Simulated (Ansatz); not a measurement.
`B[S][ZnH]`. The species carries charge 0 and has multiplicity 1. For Zn the d shell is correlated and the shells below it are frozen. Scalar relativity is left out up to krypton.

```xyz
6

B    -0.507    0.940   -0.493
S     1.201    0.510   -0.724
Zn    0.880   -1.222    0.573
H    -0.938    1.914   -1.032
H    -1.244    0.277    0.191
H     0.609   -2.419    1.485
```

Problem. Give the diagnostics of a CCSD(T)/def2-TZVPP run (frozen core, the Gaussian-basis code of Ansatz). (Estimate.)

Solution. The calculation gave: T1 = 0.0169, largest single amplitude 0.039, largest double 0.047, (T) share of the correlation energy 3.6 %, 12 CCSD cycles. The RHF solution is stable towards an unrestricted one. T1 lies under the customary mark of 0.02 for closed shells.
